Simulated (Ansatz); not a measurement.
Total energies of `c1csc(-c2ccc(-c3ccc(-c4ccc(-c5ccc(-c6ccc(-c7cccs7)s6)s5)s4)s3)s2)c1` from Ansatz at PBE-D4/def2-SVP, gas phase (1 Eh = 27.2114 eV = 2625.5 kJ/mol). The reference geometry is relaxed at r2SCAN-D4/def2-SVP.

```json
{"state": "charge 0 singlet", "geometry": "reference", "energy (Eh)": "-3859.88390"}
{"state": "charge 1 doublet", "geometry": "reference", "energy (Eh)": "-3859.67496"}
{"state": "charge -1 doublet", "geometry": "reference", "energy (Eh)": "-3859.94480"}
{"state": "free C atom (triplet)", "geometry": "–", "energy (Eh)": "-37.75124"}
{"state": "free S atom (triplet)", "geometry": "–", "energy (Eh)": "-397.80063"}
{"state": "free H atom (doublet)", "geometry": "–", "energy (Eh)": "-0.49863"}
```

Single mean-field runs in def2-SVP are fitted with def2-universal-jkfit.

(1) Work out the vertical ionisation energy to the doublet.

(2) Work out the vertical electron affinity, to the doublet.

(3) Give the fundamental gap IE − EA, the Mulliken electronegativity (IE + EA)/2 and the hardness (IE − EA)/2.

(4) What is the binding energy per atom against free atoms?

(1) E(charge 1 doublet) − E(charge 0 singlet) = -3859.67496 − (-3859.88390) = 0.20894 Eh = 5.69 eV. For comparison, −ε of the highest occupied level is 4.35 eV at this level, 1.34 eV less.

(2) E(charge 0 singlet) − E(charge -1 doublet) = -3859.88390 − (-3859.94480) = 0.06090 Eh = 1.66 eV. The basis lacks diffuse functions, which makes affinities too small.

(3) From the values in Eh: IE − EA = 0.20894 − 0.06090 = 0.14804 Eh = 4.03 eV; (IE + EA)/2 = 3.67 eV; (IE − EA)/2 = 2.01 eV. The HOMO–LUMO gap of the same run is 1.47 eV, 2.56 eV smaller than the fundamental gap.

(4) Atoms: 28 × (-37.75124) + 7 × (-397.80063) + 16 × (-0.49863) = -3849.61721 Eh. Binding: -3849.61721 − (-3859.88390) = 10.26669 Eh = 279.37 eV, or 5.48 eV for each of 51 atoms (no zero-point energy, no counterpoise term).
